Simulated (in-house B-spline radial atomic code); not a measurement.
# RPA and G0W0 on PBE: Rh XLIV (Rh43+)

Configuration 1s2, mean-field start PBE. Computed with an all-electron radial atomic-structure program (B-spline basis): all electrons, non-relativistic, point nucleus, each spin shell either full or empty, empty states to l = 9 with an (l + 1/2)⁻⁴ tail; G0W0 by contour deformation at full frequency.

Without relativity these are model numbers: it shifts the levels of so heavy an element strongly and can reorder them.

Relativity, left out, deepens the 1s level by about Z⁴α²/8 hartree.

Command:
```bash
python run_gw.py task.json out
```
Settings (radii: box in bohr, nucleus in fm):
```
Z                        45
electrons                2
configuration            1s2
hamiltonian              nr
method                   pbe,pbe
lmax                     9
spin_polarised           False
box_radius               2.34
intervals                45
ion_configuration        1s1
```

Cost of the run: 0.9 s on 1 thread of Arm Neoverse N1 (shared host).

Energies (hartree):

```json
{"term": "mean-field total", "value": "-1996.45824"}
{"term": "Hartree-Fock functional on these orbitals", "value": "-1996.98447"}
{"term": "direct second order", "value": "-0.093398"}
{"term": "second-order exchange", "value": "0.0467"}
{"term": "SOSEX correction", "value": "0.046434"}
```

Task: What is the RPA correlation energy, and what remains with SOSEX?

Result: RPA gives -0.092865 hartree (-1.26 eV per electron); RPA + SOSEX gives -0.046432, and the second-order doubles -0.046698 hartree (no singles). SOSEX takes back 50 % of the RPA value, the self-correlation of each of the two electrons.

Quasi-particle levels (eV):

```json
{"level": "1s", "occupied": "yes", "mean field": "-26506.54", "Σx - vxc": "-284.35", "Σc": "?", "QP weight": "?", "G0W0": "?"}
{"level": "2s", "occupied": "no", "mean field": "-6460.28", "Σx - vxc": "53.24", "Σc": "-0.27", "QP weight": "1.000", "G0W0": "-6407.31"}
```

G0W0 = mean field + (Σx - vxc) + Σc, with Σc (partial-wave tail included) taken at the quasi-particle energy.

Task: Where does G0W0 put 1s?

Result: At -26790.39 eV, with Σc = 0.50 eV and a quasi-particle weight of 1.000. The tabulated removal energy is 27486.979 ± 0.012 eV (NIST, tabulated theory); the calculation leaves out relativity, Breit and QED terms, and what these don't explain is the method's own error.

Task: What does it cost to remove one electron (to 1s1) by differences of total energies, each species on its own start (correlation terms add to the Hartree-Fock functional)?

Result: PBE 26782.71 eV, Hartree-Fock functional 26789.21 eV, + RPA 26791.10 eV, + RPA + SOSEX 26790.47 eV, + second order 26790.48 eV. Tabulated: 27486.979 ± 0.012 eV (NIST, tabulated theory); the calculation leaves out relativity, Breit and QED terms, and what these don't explain is the method's own error.
